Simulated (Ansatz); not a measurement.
A nudged elastic band was laid between two geometries of FH5NSi2 (9 atoms, charge 1, multiplicity 1).

All numbers below come from Ansatz 0.2.0, RKS B3LYP-D4/def2-SVP.

* movable images: 5
* climbing image: yes
* spring: 5.0 eV/Å²
* optimiser: quadratic models (default)
* start path: through a guess of the saddle point
* force threshold: 0.05 eV/Å
* iteration limit: 60
* end points: relaxed

Image 0:

```xyz
9
Properties=species:S:1:pos:R:3
N 0.336 1.440 -0.366
Si -0.119 -0.209 -1.496
F 0.944 -1.242 -0.187
Si -0.752 -1.446 0.411
H 0.826 1.216 0.512
H -0.489 2.001 -0.113
H 0.959 2.065 -0.895
H -0.678 -0.926 1.802
H -1.028 -2.898 0.330
```

Image 6:

```xyz
9
Properties=species:S:1:pos:R:3
N -0.158 0.816 0.383
Si 0.787 -0.091 -0.993
F 2.330 -0.097 -0.566
Si -0.691 -1.048 0.420
H 0.396 1.160 1.179
H -0.851 1.538 0.147
H 0.535 0.503 -2.318
H -0.229 -1.642 1.690
H -2.120 -1.139 0.058
```

Problem. Which bonds break or form, and what moves?

Solution. Bonds broken: N1–H7, F3–Si4. Bonds formed: N1–Si4, Si2–H7.

Problem. Give the energies along the band, and the barrier.

Solution. It converged. The highest image is number 3 of 0 to 6, 231.1 kJ/mol above the first end and 314.7 kJ/mol above the last; the last end lies 83.5 kJ/mol below the first. The profile has 2 maxima (images 1, 3) with wells between them (image 2): this band takes more than one step, which may be the mechanism or a detour left from its start path. Neighbouring images differ by up to 2.3 eV, so the band resolves the path poorly. A vibrational analysis at the climbing image gives 2 clearly imaginary modes (1362i, 106i cm⁻¹): a point of higher order, so a lower path passes nearby. The orbitals stay closed-shell, which can raise the energy where a bond breaks towards radicals; this wasn't checked here. Limits of this set-up: the dipole of an ion depends on the origin.

```json
{"image": "0", "path coordinate (Å)": "0.00", "energy (kJ/mol)": "0.0", "N1–H7 (Å)": "1.03", "F3–Si4 (Å)": "1.81", "N1–Si4 (Å)": "3.18"}
{"image": "1", "path coordinate (Å)": "2.41", "energy (kJ/mol)": "36.2", "N1–H7 (Å)": "1.03", "F3–Si4 (Å)": "2.10", "N1–Si4 (Å)": "3.32"}
{"image": "2", "path coordinate (Å)": "4.81", "energy (kJ/mol)": "7.1", "N1–H7 (Å)": "1.03", "F3–Si4 (Å)": "3.42", "N1–Si4 (Å)": "3.44"}
{"image": "3", "path coordinate (Å)": "7.21", "energy (kJ/mol)": "231.1", "N1–H7 (Å)": "1.54", "F3–Si4 (Å)": "3.45", "N1–Si4 (Å)": "3.50"}
{"image": "4", "path coordinate (Å)": "9.54", "energy (kJ/mol)": "6.6", "N1–H7 (Å)": "2.64", "F3–Si4 (Å)": "3.10", "N1–Si4 (Å)": "3.40"}
{"image": "5", "path coordinate (Å)": "11.87", "energy (kJ/mol)": "-2.7", "N1–H7 (Å)": "2.64", "F3–Si4 (Å)": "3.18", "N1–Si4 (Å)": "3.13"}
{"image": "6", "path coordinate (Å)": "14.20", "energy (kJ/mol)": "-83.5", "N1–H7 (Å)": "2.81", "F3–Si4 (Å)": "3.32", "N1–Si4 (Å)": "1.94"}
```

Problem. What is the geometry of the highest image?

Solution. 
```xyz
9
Properties=species:S:1:pos:R:3
N 0.536 1.495 0.047
Si 0.596 -0.258 -0.299
F 2.051 -0.610 -0.854
Si -0.849 -1.650 0.691
H 1.155 2.147 -0.446
H 0.024 1.934 0.818
H -0.414 0.843 -0.970
H -2.118 -0.937 0.994
H -0.979 -2.965 0.018
```

The run took 97 s on 2 threads of AMD EPYC 9R45 96-Core Processor (Zen 5) (shared host), peak memory 0.2 GiB.
